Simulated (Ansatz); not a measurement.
HI₃Sn, SMILES `[I][SnH]([I])[I]`, relaxed with RKS PBE-D4/def2-SVP in the Gaussian-basis code of Ansatz from a rough embedded geometry. The force threshold is 0.03 eV/Å; the program also tests the step.

Charge 0, multiplicity 1. I, Sn: def2 effective core potential.

Start:

```xyz
5

I     2.439    0.461    0.980
Sn   -0.106    0.113    0.107
I    -0.161    0.596   -2.563
I    -0.992   -2.392    0.547
H    -1.181    1.221    0.929
```

```
step  energy (eV)  largest force (eV/Å)  largest move (Å)
   1  -30152.7850                 0.308             0.000
   2  -30152.7913                 0.124             0.054
   3  -30152.7931                 0.009             0.019
```

End:

```xyz
5

I     2.414    0.424    1.001
Sn   -0.123    0.131    0.096
I    -0.179    0.609   -2.570
I    -0.948   -2.407    0.562
H    -1.163    1.243    0.911
```

Hardware: 4 threads of an Arm Neoverse V2 on a shared host. Wall time 4.6 s, peak host memory 0.18 GiB.
